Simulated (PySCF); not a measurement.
```xyz
3
charge -1 multiplicity 2, angstrom
S     0.0000    0.0000   -0.9628
Se    1.8690    0.0000    0.1926
Se   -1.8690    0.0000    0.1926
```

Computed with PySCF, UPBE, basis S def2-SVPD, Se def2-SVPD (no relativity, density fitting).

This geometry of SSe₂⁻ is a stationary point at this level.

What is the point group?

C2v.

Is it a minimum?

Yes: all harmonic wavenumbers are real.

What are the dipole moment and the gap between the highest occupied and lowest empty levels of either spin?

0.03 D about the centre of mass and 0.57 eV.

Give the atomic charges and bond orders.


```json
{"atom": "S1", "Mulliken": "-0.38", "Löwdin": "-0.56", "polar tensor": "0.31", "spin (Mulliken)": "0.30", "Mayer order to S1": "–"}
{"atom": "Se2,3", "Mulliken": "-0.31", "Löwdin": "-0.22", "polar tensor": "-0.66", "spin (Mulliken)": "0.35", "Mayer order to S1": "1.35"}
```
Other Mayer orders above 0.3: Se–Se 0.34.

Only a few start shapes were tried, so a lower isomer may exist. The lowest empty level of this anion is unbound, so it and the gap depend on the basis.
